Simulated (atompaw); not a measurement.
## Before and after: PAW (atompaw) potential for cerium

- Element: cerium (Ce)
- Generator: atompaw 4.2.0.5
- Type: PAW
- Functional: PBE
- Relativity: scalar-relativistic
- Frozen core: [Kr] 4d10
- Valence charge: 12
- Reference configuration: 4f1 5s2 5p6 5d1 6s2 6p0
- Partial waves: 5s (bound): rc 1.95 bohr; 6s (bound): rc 3.00 bohr; 5p (bound): rc 2.15 bohr; 6p (bound, empty): rc 3.00 bohr; 5d (bound): rc 3.00 bohr; 5d channel at 1.55 Ry: rc 3.00 bohr; 4f (bound): rc 1.70 bohr; 4f channel at 0.1 Ry: rc 1.70 bohr
- Local potential: troulliermartins scheme with l = 4 at 0 Ry, radius 2.95 bohr
- Core correction: smooth core density matched at 1.60 bohr
- Augmentation charge: sinc compensation charge, radius 2.60 bohr; PAW radius 3.00 bohr; waves and projectors: custom rrkj vanderbiltortho

Change: waves 5s (bound); 6s (bound); 5p (bound); 6p (bound); 5d (bound); 5d channel at 1.55 Ry; 4f (bound); 4f channel at 0.1 Ry; augmentation sinc compensation charge, radius 2.60 bohr; PAW radius 3.00 bohr; waves and projectors: bloechl.

Cutoffs: the cutoffs (Ry, on a coarse ladder) from which the occupation-weighted sum of valence levels, in a spherical-Bessel basis at the reference potential, stays within 10 and 1 mRy of its value at 400 Ry; they do not see the model core or the augmentation charge, which bear on the density cutoff.

**Question.** What does the change do?

**Answer.** The potential gets softer (45 Ry and 60 Ry → 21 Ry and 30 Ry); the bound ghost in s disappears; the range in which the s phases agree widens (upper end -0.3 → 2.8); the range in which the p phases agree widens (upper end 0.7 → 4.8).

| quantity | base | changed |
| --- | --- | --- |
| cutoff, loose | 45 Ry | 21 Ry |
| cutoff, tight | 60 Ry | 30 Ry |
| loose cutoff by channel (10 mRy a level) | s 10 Ry, p 15 Ry, d 8 Ry, f 45 Ry | s 8 Ry, p 12 Ry, d 12 Ry, f 21 Ry |
| bound ghosts | s | none |
| s: phases at 3.01 bohr within 0.05 rad from the reference energy up to (Ry; the scan ends near 5) | -0.3 | 2.8 |
| p: phases at 3.01 bohr within 0.05 rad from the reference energy up to (Ry; the scan ends near 5) | 0.7 | 4.8 |
| d: phases at 3.01 bohr within 0.05 rad from the reference energy up to (Ry; the scan ends near 5) | 2.7 | to the end of the scan |
| f: phases at 3.01 bohr within 0.05 rad from the reference energy up to (Ry; the scan ends near 5) | to the end of the scan | 1.2 |
| lowest overlap eigenvalue by channel | s 0.03, p 0.05, d 0.15, f 1.00 | s 0.48, p 0.71, d 0.91, f 1.00 |

 A true bound ghost makes a file unfit for plane-wave use even where its test errors are small: the radial tests pick states by their node count and pass the ghost by. The cutoffs see the waves, projectors and local potential, not the compensation charge or the core.
